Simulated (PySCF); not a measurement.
Computed shifts of a molecule C5H5F, B3LYP/pcSseg-1 run with PySCF, GIAO, gas phase, atoms alike by connectivity averaged where their shifts nearly agree, in ppm (number of nuclei): ¹⁹F: -127.0 (1). ¹³C: 184.6 (1), 143.0 (1), 130.4 (1), 115.6 (1), 43.4 (1). ¹H: 6.72 (1), 6.15 (1), 6.08 (1), 3.26 (2). References: ¹⁹F against CFCl3 (σ = 161.7 ppm); ¹³C against TMS (σ = 181.3 ppm); ¹H against TMS (σ = 31.68 ppm), references at their B3LYP-D3(BJ)/def2-TZVP geometries, non-relativistic. Geometry: B3LYP-D3(BJ)/def2-SVP. Other conformers were not sampled.

**Question.** Identify the compound among the candidates.
A) C=C=CC(=C)F
B) C#C/C(F)=C/C
C) CC#C/C=C\F
D) FC1=CC=CC1

**Answer.** D, FC1=CC=CC1
